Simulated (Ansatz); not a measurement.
Ansatz (a first-principles code) job for In(H)(Me)(OH) (CH5InO), SMILES [InH]([CH3])[OH], B3LYP-D3(BJ)/def2-SVP. 

Ansatz 0.2 input:
```yaml
crystal:
  periodic: [false, false, false]
  atoms:
    - {symbol: In, position_ang: [-0.21625885, -0.15983411, -0.12825562]}
    - {symbol: H, position_ang: [-1.41318207, -1.25477475, -0.74523150]}
    - {symbol: C, position_ang: [0.40847095, 1.91475055, -0.52481502]}
    - {symbol: H, position_ang: [0.91861893, 1.97852426, -1.48193424]}
    - {symbol: H, position_ang: [1.09804128, 2.12764415, 0.28822004]}
    - {symbol: H, position_ang: [-0.43500634, 2.59891492, -0.50769259]}
    - {symbol: O, position_ang: [0.89740106, -0.91202354, 1.28583551]}
    - {symbol: H, position_ang: [0.79817789, -1.81075239, 1.59336961]}
basis:
  gaussian:
    orbitals: def2-SVP
hamiltonian:
  xc: b3lyp
  dispersion: d3bj
relax: {f_tol: 0.002, max_steps: 200}
```

Program output:

```
[...]
mean field -8338.63110604 eV, -306.4390410197 hartree, gradient 1.5e-5 eV, S^2 0.000000; 0 other end points of the search recorded, 0 dependent functions left out
the calculation of the forces begins
reference -8338.63136066 eV, -306.4390503768 hartree; 20, 20 occupied and 59, 59 virtual orbitals, 942 factors
relax step   5: F+E_penalty+E_count = -8338.83723403 eV  Δ(F+E_penalty+E_count) = -9.078e-4 eV  max|allowed force component| = 2.822e-1 eV/Å  Δτ_max = 0.0681 Å  (27 SCF iters, accepted)
these checks for a lower state are left out or cut short: starts, cluster_reference, orbital_swaps, neighbouring_geometries, increment
integrals: 0.03 GiB planned
942 factors; integrals over basis functions are off by at most 3.0e-4 eV
mean field: 0.27 GiB planned
mean field -8338.63312964 eV, -306.4391153856 hartree, gradient 1.7e-5 eV, S^2 0.000000; 0 other end points of the search recorded, 0 dependent functions left out
the calculation of the forces begins
reference -8338.63338445 eV, -306.4391247500 hartree; 20, 20 occupied and 59, 59 virtual orbitals, 942 factors
relax step   6: F+E_penalty+E_count = -8338.83940344 eV  Δ(F+E_penalty+E_count) = -2.169e-3 eV  max|allowed force component| = 1.231e-2 eV/Å  Δτ_max = 0.0166 Å  (29 SCF iters, accepted)
these checks for a lower state are left out or cut short: starts, cluster_reference, orbital_swaps, neighbouring_geometries, increment
integrals: 0.03 GiB planned
942 factors; integrals over basis functions are off by at most 3.0e-4 eV
mean field: 0.27 GiB planned
mean field -8338.63315507 eV, -306.4391163202 hartree, gradient 1.2e-5 eV, S^2 0.000000; 0 other end points of the search recorded, 0 dependent functions left out
the calculation of the forces begins
reference -8338.63340985 eV, -306.4391256832 hartree; 20, 20 occupied and 59, 59 virtual orbitals, 942 factors
relax step   7: F+E_penalty+E_count = -8338.83944383 eV  Δ(F+E_penalty+E_count) = -4.039e-5 eV  max|allowed force component| = 2.492e-3 eV/Å  Δτ_max = 0.0061 Å  (22 SCF iters, accepted)
these checks for a lower state are left out or cut short: starts, cluster_reference, orbital_swaps, neighbouring_geometries, increment
integrals: 0.03 GiB planned
942 factors; integrals over basis functions are off by at most 3.0e-4 eV
mean field: 0.27 GiB planned
mean field evaluation 64: about -8338.6332 eV, gradient 1.1e-5 eV
mean field -8338.63315399 eV, -306.4391162804 hartree, gradient 1.1e-5 eV, S^2 0.000000; 0 other end points of the search recorded, 0 dependent functions left out
the calculation of the forces begins
reference -8338.63340873 eV, -306.4391256419 hartree; 20, 20 occupied and 59, 59 virtual orbitals, 942 factors
relax step   8: F+E_penalty+E_count = -8338.83946063 eV  Δ(F+E_penalty+E_count) = -1.680e-5 eV  max|allowed force component| = 5.746e-3 eV/Å  Δτ_max = 0.0076 Å  (22 SCF iters, accepted)
these checks for a lower state are left out or cut short: starts, cluster_reference, orbital_swaps, neighbouring_geometries, increment
integrals: 0.03 GiB planned
942 factors; integrals over basis functions are off by at most 3.1e-4 eV
mean field: 0.27 GiB planned
mean field -8338.63315696 eV, -306.4391163897 hartree, gradient 1.7e-5 eV, S^2 0.000000; 0 other end points of the search recorded, 0 dependent functions left out
the calculation of the forces begins
reference -8338.63341164 eV, -306.4391257490 hartree; 20, 20 occupied and 59, 59 virtual orbitals, 942 factors
relax step   9: F+E_penalty+E_count = -8338.83948347 eV  Δ(F+E_penalty+E_count) = -2.285e-5 eV  max|allowed force component| = 1.421e-2 eV/Å  Δτ_max = 0.0159 Å  (23 SCF iters, accepted)
these checks for a lower state are left out or cut short: starts, cluster_reference, orbital_swaps, neighbouring_geometries, increment
integrals: 0.03 GiB planned
942 factors; integrals over basis functions are off by at most 3.1e-4 eV
mean field: 0.27 GiB planned
mean field -8338.63317185 eV, -306.4391169371 hartree, gradient 1.7e-5 eV, S^2 0.000000; 0 other end points of the search recorded, 0 dependent functions left out
the calculation of the forces begins
reference -8338.63342647 eV, -306.4391262939 hartree; 20, 20 occupied and 59, 59 virtual orbitals, 942 factors
relax step  10: F+E_penalty+E_count = -8338.83949976 eV  Δ(F+E_penalty+E_count) = -1.629e-5 eV  max|allowed force component| = 2.394e-2 eV/Å  Δτ_max = 0.0168 Å  (29 SCF iters, accepted)
these checks for a lower state are left out or cut short: starts, cluster_reference, orbital_swaps, neighbouring_geometries, increment
integrals: 0.03 GiB planned
942 factors; integrals over basis functions are off by at most 3.1e-4 eV
mean field: 0.27 GiB planned
mean field -8338.63320081 eV, -306.4391180013 hartree, gradient 1.7e-5 eV, S^2 0.000000; 0 other end points of the search recorded, 0 dependent functions left out
the calculation of the forces begins
reference -8338.63345541 eV, -306.4391273576 hartree; 20, 20 occupied and 59, 59 virtual orbitals, 942 factors
relax step  11: F+E_penalty+E_count = -8338.83951608 eV  Δ(F+E_penalty+E_count) = -1.632e-5 eV  max|allowed force component| = 2.186e-2 eV/Å  Δτ_max = 0.0072 Å  (22 SCF iters, accepted)
these checks for a lower state are left out or cut short: starts, cluster_reference, orbital_swaps, neighbouring_geometries, increment
integrals: 0.03 GiB planned
942 factors; integrals over basis functions are off by at most 3.1e-4 eV
mean field: 0.27 GiB planned
mean field -8338.63323510 eV, -306.4391192613 hartree, gradient 8.3e-5 eV, S^2 0.000000; 0 other end points of the search recorded, 0 dependent functions left out
the calculation of the forces begins
reference -8338.63348968 eV, -306.4391286168 hartree; 20, 20 occupied and 59, 59 virtual orbitals, 942 factors
relax step  12: F+E_penalty+E_count = -8338.83953284 eV  Δ(F+E_penalty+E_count) = -1.676e-5 eV  max|allowed force component| = 1.612e-2 eV/Å  Δτ_max = 0.0032 Å  (20 SCF iters, accepted)
these checks for a lower state are left out or cut short: starts, cluster_reference, orbital_swaps, neighbouring_geometries, increment
integrals: 0.03 GiB planned
942 factors; integrals over basis functions are off by at most 3.1e-4 eV
mean field: 0.27 GiB planned
mean field -8338.63325566 eV, -306.4391200170 hartree, gradient 1.0e-5 eV, S^2 0.000000; 0 other end points of the search recorded, 0 dependent functions left out
the calculation of the forces begins
reference -8338.63351022 eV, -306.4391293717 hartree; 20, 20 occupied and 59, 59 virtual orbitals, 942 factors
relax step  13: F+E_penalty+E_count = -8338.83954945 eV  Δ(F+E_penalty+E_count) = -1.662e-5 eV  max|allowed force component| = 8.617e-3 eV/Å  Δτ_max = 0.0078 Å  (22 SCF iters, accepted)
these checks for a lower state are left out or cut short: starts, cluster_reference, orbital_swaps, neighbouring_geometries, increment
integrals: 0.03 GiB planned
942 factors; integrals over basis functions are off by at most 3.1e-4 eV
mean field: 0.27 GiB planned
mean field evaluation 96: about -8338.6333 eV, gradient 1.3e-3 eV
mean field -8338.63326824 eV, -306.4391204792 hartree, gradient 1.4e-5 eV, S^2 0.000000; 0 other end points of the search recorded, 0 dependent functions left out
the calculation of the forces begins
reference -8338.63352278 eV, -306.4391298334 hartree; 20, 20 occupied and 59, 59 virtual orbitals, 942 factors
relax step  14: F+E_penalty+E_count = -8338.83956568 eV  Δ(F+E_penalty+E_count) = -1.622e-5 eV  max|allowed force component| = 8.034e-3 eV/Å  Δτ_max = 0.0158 Å  (21 SCF iters, accepted)
these checks for a lower state are left out or cut short: starts, cluster_reference, orbital_swaps, neighbouring_geometries, increment
integrals: 0.03 GiB planned
942 factors; integrals over basis functions are off by at most 3.1e-4 eV
mean field: 0.27 GiB planned
mean field -8338.63327583 eV, -306.4391207580 hartree, gradient 1.7e-5 eV, S^2 0.000000; 0 other end points of the search recorded, 0 dependent functions left out
the calculation of the forces begins
reference -8338.63353038 eV, -306.4391301127 hartree; 20, 20 occupied and 59, 59 virtual orbitals, 942 factors
relax step  15: F+E_penalty+E_count = -8338.83957844 eV  Δ(F+E_penalty+E_count) = -1.276e-5 eV  max|allowed force component| = 6.247e-3 eV/Å  Δτ_max = 0.0179 Å  (29 SCF iters, accepted)
these checks for a lower state are left out or cut short: starts, cluster_reference, orbital_swaps, neighbouring_geometries, increment
integrals: 0.03 GiB planned
942 factors; integrals over basis functions are off by at most 3.1e-4 eV
mean field: 0.27 GiB planned
mean field -8338.63327542 eV, -306.4391207429 hartree, gradient 7.7e-5 eV, S^2 0.000000; 0 other end points of the search recorded, 0 dependent functions left out
the calculation of the forces begins
reference -8338.63352998 eV, -306.4391300978 hartree; 20, 20 occupied and 59, 59 virtual orbitals, 942 factors
relax step  16: F+E_penalty+E_count = -8338.83958184 eV  Δ(F+E_penalty+E_count) = -3.399e-6 eV  max|allowed force component| = 4.709e-3 eV/Å  Δτ_max = 0.0029 Å  (18 SCF iters, accepted)
these checks for a lower state are left out or cut short: starts, cluster_reference, orbital_swaps, neighbouring_geometries, increment
integrals: 0.03 GiB planned
942 factors; integrals over basis functions are off by at most 3.1e-4 eV
mean field: 0.27 GiB planned
mean field -8338.63327424 eV, -306.4391206996 hartree, gradient 1.7e-5 eV, S^2 0.000000; 0 other end points of the search recorded, 0 dependent functions left out
the calculation of the forces begins
reference -8338.63352880 eV, -306.4391300547 hartree; 20, 20 occupied and 59, 59 virtual orbitals, 942 factors
relax step  17: F+E_penalty+E_count = -8338.83958431 eV  Δ(F+E_penalty+E_count) = -2.465e-6 eV  max|allowed force component| = 3.644e-3 eV/Å  Δτ_max = 0.0052 Å  (21 SCF iters, accepted)
these checks for a lower state are left out or cut short: starts, cluster_reference, orbital_swaps, neighbouring_geometries, increment
integrals: 0.03 GiB planned
942 factors; integrals over basis functions are off by at most 3.1e-4 eV
mean field: 0.27 GiB planned
mean field -8338.63327540 eV, -306.4391207424 hartree, gradient 1.1e-5 eV, S^2 0.000000; 0 other end points of the search recorded, 0 dependent functions left out
the calculation of the forces begins
reference -8338.63352997 eV, -306.4391300975 hartree; 20, 20 occupied and 59, 59 virtual orbitals, 942 factors
relax step  18: F+E_penalty+E_count = -8338.83958554 eV  Δ(F+E_penalty+E_count) = -1.231e-6 eV  max|allowed force component| = 1.373e-3 eV/Å  Δτ_max = 0.0071 Å  (22 SCF iters, accepted)
integrals: 0.03 GiB planned
942 factors; integrals over basis functions are off by at most 3.1e-4 eV
mean field: 0.27 GiB planned
mean field evaluation 128: about -8338.2012 eV, gradient 1.2e1 eV
mean field -8338.63327540 eV, -306.4391207424 hartree, gradient 1.1e-5 eV, S^2 0.000000; 1 other end points of the search recorded, 0 dependent functions left out
the calculation of the forces begins
reference -8338.63352997 eV, -306.4391300975 hartree; 20, 20 occupied and 59, 59 virtual orbitals, 942 factors
Total energy: -8338.83984010 eV, -306.4467118551 hartree
Atom 0 at    -0.177379    -0.155910    -0.136220 Å, force    -0.000023    -0.000493     0.000504 eV/Å
Atom 1 at    -1.337168    -1.245593    -0.830261 Å, force    -0.000054     0.000025    -0.000213 eV/Å
Atom 2 at     0.412809     1.892184    -0.516081 Å, force     0.000060     0.001373    -0.000636 eV/Å
Atom 3 at     0.789211     1.995951    -1.544532 Å, force    -0.000500    -0.000136     0.001360 eV/Å
Atom 4 at     1.204710     2.163486     0.195492 Å, force    -0.000664    -0.000131    -0.000580 eV/Å
Atom 5 at    -0.446371     2.567024    -0.387526 Å, force     0.001220    -0.000924    -0.000150 eV/Å
Atom 6 at     0.914281    -0.909283     1.390305 Å, force     0.000248     0.000978    -0.000495 eV/Å
Atom 7 at     0.696170    -1.825410     1.608319 Å, force    -0.000287    -0.000693     0.000210 eV/Å
Dipole moment:    -0.232049     0.009340    -0.250730 e Å
```

Self-consistency was reached.

Cost: about 30 core-seconds (a rough figure).
